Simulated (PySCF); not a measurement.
Y(OH) (HOY), SMILES [OH][Y].

Geometry: PBE0-D3(BJ)/def2-TZVPD. The spin state was assumed, not searched. The def2 effective core potentials stand for the cores of Y; spin–orbit coupling is left out.

Computed with PBE0-D3(BJ)/def2-TZVPD (PySCF 2.14.0).

Frequencies are harmonic and unscaled.

Modes within 1.5 cm⁻¹ of each other (mostly degenerate sets) share a row, with their intensities summed.

Task: List the normal modes with their intensities. (An estimate is asked for; the answer gives what the named calculation found.)

Result: 
```json
[
 {"mode": "1–2", "ν (cm⁻¹)": "316", "IR (km/mol)": "143.5", "Raman (Å⁴/amu)": "41.3", "depolarisation": "0.75", "moving atoms (share of kinetic energy)": "H 87 %, O 12 %"},
 {"mode": "3", "ν (cm⁻¹)": "687", "IR (km/mol)": "70.3", "Raman (Å⁴/amu)": "189.4", "depolarisation": "0.06", "moving atoms (share of kinetic energy)": "O 79 %, Y 16 %"},
 {"mode": "4", "ν (cm⁻¹)": "3980", "IR (km/mol)": "248.4", "Raman (Å⁴/amu)": "290.3", "depolarisation": "0.07", "moving atoms (share of kinetic energy)": "H 94 %"}
]
```
